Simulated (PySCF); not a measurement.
Isomers of C6H11NO, mass 113.084 u with the commonest isotopes. Computed with PBE0/pcSseg-1 in PySCF (dipole) on a GFN2-xTB geometry, gas phase. One conformer each, none proved a minimum here; rigid rotors.

Problem. Order these by out-of-plane moment Σ m c² = (Ia + Ib − Ic)/2, largest first.
A. `[CH3:1][CH2:2]/[CH:3]=[CH:4]\[NH:5][C:6]([CH3:7])=[O:8]` with C1–C2–C3–C4 -94°, C3–C4–N5–C6 -179°, C4–N5–C6–C7 180°
B. `[CH3:1][O:2][C@H:3]1[CH:4]=[N:5][CH2:6][CH2:7][CH2:8]1` with C1–O2–C3–C4 169°, O2–C3–C4–N5 144°, C4–N5–C6–C7 12°, N5–C6–C7–C8 -43°, C6–C7–C8–C3 61°
C. `[CH2:1]=[CH:2][CH2:3][NH:4][C:5](=[O:6])[CH2:7][CH3:8]` with C1–C2–C3–N4 -130°, C2–C3–N4–C5 -118°, C3–N4–C5–O6 -3°, N4–C5–C7–C8 151°
D. `[CH2:1]=[CH:2][C@@H:3]([CH2:4][CH3:5])[C:6]([NH2:7])=[O:8]` with C1–C2–C3–C4 129°, C2–C3–C4–C5 -170°, C2–C3–C6–N7 84°, C3–C6–N7–H -174° and -6°
E. `CN(C)C1=CCOC1`
F. `[CH3:1][C:2](=[O:3])/[CH:4]=[CH:5]/[N:6]([CH3:7])[CH3:8]` with C1–C2–C4–C5 180°

Solution. D (44.89 u·Å²), A (20.44 u·Å²), C (18.33 u·Å²), B (13.80 u·Å²), E (8.25 u·Å²), F (5.03 u·Å²).

Problem. Order these by dipole moment, smallest first.
A. `[CH3:1][CH2:2]/[CH:3]=[CH:4]\[NH:5][C:6]([CH3:7])=[O:8]` with C1–C2–C3–C4 -94°, C3–C4–N5–C6 -179°, C4–N5–C6–C7 180°
B. `[CH2:1]=[CH:2][C@@H:3]([CH2:4][CH3:5])[C:6]([NH2:7])=[O:8]` with C1–C2–C3–C4 129°, C2–C3–C4–C5 -170°, C2–C3–C6–N7 84°, C3–C6–N7–H -174° and -6°
C. `[CH3:1][C:2](=[O:3])/[CH:4]=[CH:5]/[N:6]([CH3:7])[CH3:8]` with C1–C2–C4–C5 180°
D. `CN(C)C1=CCOC1`

Solution. D (2.95 D), B (3.36 D), A (3.81 D), C (5.36 D).

Problem. Order these by rotational constant B, smallest first.
A. `[CH2:1]=[CH:2][C@@H:3]([CH2:4][CH3:5])[C:6]([NH2:7])=[O:8]` with C1–C2–C3–C4 129°, C2–C3–C4–C5 -170°, C2–C3–C6–N7 84°, C3–C6–N7–H -174° and -6°
B. `[CH3:1][CH2:2]/[CH:3]=[CH:4]\[NH:5][C:6]([CH3:7])=[O:8]` with C1–C2–C3–C4 -94°, C3–C4–N5–C6 -179°, C4–N5–C6–C7 180°
C. `[CH3:1][C:2](=[O:3])/[CH:4]=[CH:5]/[N:6]([CH3:7])[CH3:8]` with C1–C2–C4–C5 180°
D. `[CH2:1]=[CH:2][CH2:3][NH:4][C:5](=[O:6])[CH2:7][CH3:8]` with C1–C2–C3–N4 -130°, C2–C3–N4–C5 -118°, C3–N4–C5–O6 -3°, N4–C5–C7–C8 151°
E. `CN(C)C1=CCOC1`
F. `[CH3:1][O:2][C@H:3]1[CH:4]=[N:5][CH2:6][CH2:7][CH2:8]1` with C1–O2–C3–C4 169°, O2–C3–C4–N5 144°, C4–N5–C6–C7 12°, N5–C6–C7–C8 -43°, C6–C7–C8–C3 61°

Solution. D (831.2 MHz), B (948.2 MHz), C (970.9 MHz), F (1436 MHz), E (1480 MHz), A (1791 MHz).

```
             SMILES  point group  Ia (u·Å²)  Ib (u·Å²)  Ic (u·Å²)      κ  μa (D)  μb (D)  μc (D)
      CN(C)C1=CCOC1           C1     117.57     341.49     442.56  -0.79    2.88    0.44    0.43
C=C[C@@H](CC)C(N)=O           C1     225.70     282.16     418.07   0.13    2.23    0.32    2.49
   CC(=O)/C=C/N(C)C            –     105.00     520.55     615.48  -0.92    4.72    2.52    0.20
    CO[C@H]1C=NCCC1           C1     113.75     351.90     438.04  -0.83    1.09    2.74    0.83
       C=CCNC(=O)CC           C1      72.66     608.02     644.03  -0.98    1.11    3.23    0.56
     CC/C=C\NC(C)=O           C1     114.88     532.96     606.96  -0.94    2.11    3.06    0.83
```
